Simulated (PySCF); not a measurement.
Species: CH3B2F3O2.
Numbering: `[BH2:1][O:2][BH:3][O:4][C:5]([F:6])([F:7])[F:8]` (hydrogens: H9, H10 on B1; H11 on B3)

Computed by this run: PBE0-D3(BJ)/def2-SVP geometry optimisation, gas phase (PySCF); density fitting, grid level 1; the optimiser is geomeTRIC in internal coordinates, started from a GFN2-xTB structure with every atom displaced at random (about 0.01 Å).

Step 0: E = -14660.4202 eV
```
atom  x, y, z in Å  |  force x, y, z in eV/Å
B1      2.6689    0.3410   -0.0636   -0.269   0.308  -0.214
O2      1.4246   -0.0807   -0.2293    0.611  -0.081  -0.049
B3      0.1866   -0.4691   -0.3633   -0.607   0.458   0.408
O4     -0.7523    0.3945    0.1663   -0.830  -0.159  -0.160
C5     -2.0637    0.1107    0.0994   -1.272   0.098   0.326
F6     -2.5341   -0.0094   -1.1477    0.607   0.034   0.077
F7     -2.3930   -1.0258    0.7361    0.525   0.277  -0.136
F8     -2.7638    1.0908    0.6727    0.543  -0.160  -0.074
H9      3.1276    1.0396   -0.8888    0.407   0.444  -0.676
H10     3.2416    0.0623    0.9104    0.572  -0.405   0.961
H11    -0.1079   -1.4778   -0.8662   -0.287  -0.814  -0.462
```

Step 1: E = -14660.5285 eV
```
atom  x, y, z in Å  |  force x, y, z in eV/Å
B1      2.6913    0.3323   -0.0476    0.050   0.066   0.122
O2      1.4240   -0.0383   -0.2554    0.021   0.079  -0.013
B3      0.1530   -0.3891   -0.4021   -0.178  -0.177   0.005
O4     -0.8083    0.4654    0.1048    0.081   0.063  -0.060
C5     -2.1091    0.1040    0.1100    0.655  -0.272   0.153
F6     -2.5447   -0.1460   -1.1180   -0.230   0.025  -0.023
F7     -2.2701   -1.0016    0.8414   -0.258   0.080  -0.084
F8     -2.8175    1.0736    0.6413   -0.201   0.088  -0.018
H9      3.2310    1.0287   -0.8728    0.033  -0.009  -0.043
H10     3.2424   -0.0326    0.9677   -0.018  -0.015  -0.059
H11    -0.1575   -1.4206   -0.9433    0.045   0.072   0.019
```

Step 2: E = -14660.5318 eV
```
atom  x, y, z in Å  |  force x, y, z in eV/Å
B1      2.6763    0.3646   -0.0441    0.037  -0.076  -0.008
O2      1.4238   -0.0576   -0.2513    0.170  -0.130  -0.095
B3      0.1661   -0.4603   -0.3953    0.055   0.245   0.055
O4     -0.7753    0.4099    0.1189   -0.502  -0.293  -0.010
C5     -2.0919    0.1067    0.1126   -0.022   0.014   0.071
F6     -2.5590   -0.0808   -1.1167    0.108  -0.067  -0.185
F7     -2.3572   -0.9963    0.8143    0.193   0.043  -0.050
F8     -2.7608    1.1038    0.6512   -0.018   0.206   0.152
H9      3.1967    1.0685   -0.8775   -0.019   0.017   0.006
H10     3.2469    0.0047    0.9598   -0.012   0.025   0.013
H11    -0.1311   -1.4873   -0.9458    0.009   0.017   0.052
```

Task: Estimate the geometry and energy of step 3. (The exact step hangs on the optimiser's Hessian estimate; all steps are aligned on step 2, rigid shifts and turns removed.)

Result: E = -14660.5411 eV, largest force 0.176 eV/Å
```
atom  x, y, z in Å  |  force x, y, z in eV/Å
B1      2.6935    0.3547   -0.0502    0.039  -0.048  -0.017
O2      1.4320   -0.0464   -0.2447   -0.052   0.019   0.010
B3      0.1654   -0.4286   -0.3765   -0.006   0.047  -0.042
O4     -0.7976    0.4240    0.1293   -0.108  -0.138   0.018
C5     -2.1069    0.1016    0.1100   -0.018   0.005   0.029
F6     -2.5545   -0.0922   -1.1271    0.063  -0.024  -0.082
F7     -2.3549   -1.0078    0.8059    0.108   0.052  -0.034
F8     -2.7960    1.0890    0.6468   -0.002   0.088   0.068
H9      3.2154    1.0490   -0.8910   -0.011   0.009   0.010
H10     3.2683   -0.0116    0.9487   -0.010   0.018   0.013
H11    -0.1301   -1.4560   -0.9251   -0.001  -0.026   0.027
```

The energy changes by -0.0093 eV. The first-order estimate −F·Δx gives -0.0171 eV and the mean of the old and new forces, exact on a quadratic surface, -0.0091 eV. The step makes an angle of 76° with the force vector and moves no atom by more than 0.038 Å.

What follows is the cost of the whole optimisation. Hardware: an Arm Neoverse N1 with one thread, shared host with 64 logical CPUs at a one-minute load of 42. Cost: 79 s, 0.52 GiB resident at most.
